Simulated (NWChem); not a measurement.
Species: C2H7OSi cation

```xyz
11

C     -0.9588    -1.5237     0.0025
Si     0.0303     0.0012    -0.0028
C     -0.6496     1.6943    -0.0012
O      1.6111    -0.2579     0.0019
H     -1.7270    -1.4805     0.7929
H     -1.4916    -1.6193    -0.9605
H     -0.3177    -2.4053     0.1482
H      0.1079     2.4604    -0.2215
H     -1.0833     1.9028     0.9943
H     -1.4742     1.7685    -0.7302
H      2.3232     0.3963    -0.0081
```
Atoms are numbered in this order, from 1.

All runs: NWChem. The geometry was optimised at PBE0/def2-SVP. Level M06-2X/def2-SVP: energy and gradient on several grids; changes count from the extra-fine grid, which is no exact limit either.

```json
[
 {"grid": "xcoarse", "size of the energy change (μHa)": "300", "largest change of a gradient component (μHa/bohr)": "2000", "time, medium = 1 (rough)": "about 1"},
 {"grid": "coarse", "size of the energy change (μHa)": "300", "largest change of a gradient component (μHa/bohr)": "700", "time, medium = 1 (rough)": "about 1"},
 {"grid": "medium", "size of the energy change (μHa)": "< 10", "largest change of a gradient component (μHa/bohr)": "200", "time, medium = 1 (rough)": "about 1"},
 {"grid": "fine", "size of the energy change (μHa)": "< 10", "largest change of a gradient component (μHa/bohr)": "< 30", "time, medium = 1 (rough)": "about 1"},
 {"grid": "xfine", "size of the energy change (μHa)": "< 10", "largest change of a gradient component (μHa/bohr)": "< 30", "time, medium = 1 (rough)": "3"}
]
```
